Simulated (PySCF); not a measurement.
Compound: C3H11FPSi2 (doublet state).
Z-matrix (Å and degrees, GFN2-xTB geometry), rows numbered from 1:
```
C 
C   1  1.5222
C   2  1.5262  1  112.13
Si  3  1.8987  2  113.98  1   -61.28
F   4  1.6271  3  106.02  2  -154.44
P   4  2.2284  3  110.72  2    88.83
Si  6  2.2264  4  100.84  3   176.96
H   1  1.0876  2  110.38  3   -55.27
H   1  1.0891  2  110.69  3    64.30
H   1  1.0877  2  110.74  3  -175.41
H   2  1.0934  1  109.11  3   121.11
H   2  1.0924  1  109.42  3  -121.64
H   3  1.0915  2  109.02  1   177.45
H   3  1.0924  2  108.78  1    61.52
H   4  1.4620  3  112.92  2   -44.98
H   7  1.4621  6  106.30  4  -147.42
H   7  1.4666  6  107.72  4    95.01
H   7  1.4615  6  113.89  4   -25.94
```

The hyperfine couplings belong to this conformer and change with its torsions.

As a line formula: `CCC[Si@@H]([P][SiH3])F` [radical].

The calculation used UKS B3LYP, pcH-1 on C F H P Si, non-relativistic, mean-field spin-orbit, GIAO in PySCF. One conformer (not necessarily the lowest) at the GFN2-xTB geometry, without solvent, vibrations or thermal averaging. The geometry wasn't refined by DFT: couplings that depend on bond lengths, twists or pyramidal angles can differ widely from those at the functional's own minimum, by a factor of two or more for some ions and for spin on atoms past the first row. Stability of the SCF solution: not tested.

Principal values of hyperfine tensors in MHz (contact, dipolar and spin–orbit terms together), for some of the nuclei:

```
atom  isotope       A1       A2      A3
  P6      31P  -207.69  -187.83  678.76
 H17       1H    72.01    73.99   78.32
  F5      19F    39.94    41.09  104.75
 H15       1H    17.45    18.81   23.59
 Si4     29Si    15.41    19.00   21.73
 H16       1H    15.36    15.96   21.60
 H18       1H    12.19    12.58   17.83
  C1      13C     3.86     4.11    6.76
```

**Question.** Give the isotropic coupling of each nucleus in MHz and in mT (g = 2.0136), and the anisotropic part.

**Answer.** a_iso is a third of the trace, T = A − a_iso, and a(mT) = a(MHz)/(g × 13.996). The tensors hold a spin–orbit part: the run splits a_iso into a_FC + a_SO, and T includes its anisotropic share.

```csv
atom,a_iso (MHz),a_FC,a_SO,a_iso (mT),T1,T2,T3
P6,94.41,92.53,1.88,3.350,-302.10,-282.24,584.34
H17,74.77,74.77,0.01,2.653,-2.77,-0.78,3.54
F5,61.93,61.59,0.34,2.197,-21.98,-20.84,42.82
H15,19.95,19.95,0.00,0.708,-2.50,-1.15,3.64
Si4,18.71,18.59,0.12,0.664,-3.30,0.29,3.02
H16,17.64,17.62,0.02,0.626,-2.27,-1.68,3.96
H18,14.20,14.19,0.01,0.504,-2.01,-1.62,3.63
C1,4.91,4.91,0.00,0.174,-1.05,-0.80,1.85
```

**Question.** What spin density at the nucleus of Si4 lies behind its contact coupling (g_N = -1.11058)?

**Answer.** a_FC = 800.24 MHz bohr³ × g_N × ρ(0)/(2S). With a_FC = 18.59 MHz and 2S = 1, ρ(0) = -0.02092 bohr⁻³. The nuclear moment is negative, so coupling and spin density have opposite signs.

**Question.** Si7 (29Si, g_N = -1.11058) isn't in the table. Its spin density at the nucleus is -0.03122 bohr⁻³. What is its contact coupling?

**Answer.** By the same relation, a_FC = 27.7 MHz. The spin–orbit term adds -0.09 MHz. Its full tensor has the principal values 25.82, 27.60, 29.53 MHz.

**Question.** Which nucleus of the table has the largest anisotropic coupling, and what is its form?

**Answer.** P6: -302.1, -282.2, 584.3 MHz (the dipolar term alone has -298.1, -288.3, 586.4), nearly axial, close to the ratio −1:−1:+2, the form that spin in one p orbital centred on that nucleus gives.

**Question.** In a single crystal, with the field along each principal axis of the tensor of H17 in turn, what first-order splitting does this nucleus give (isotropic g, quadrupole terms neglected)?

**Answer.** 2 lines (I = 1/2), spaced by |A_i|/(g × 13.996): 2.55, 2.63, 2.78 mT along the axes of A1, A2 and A3.
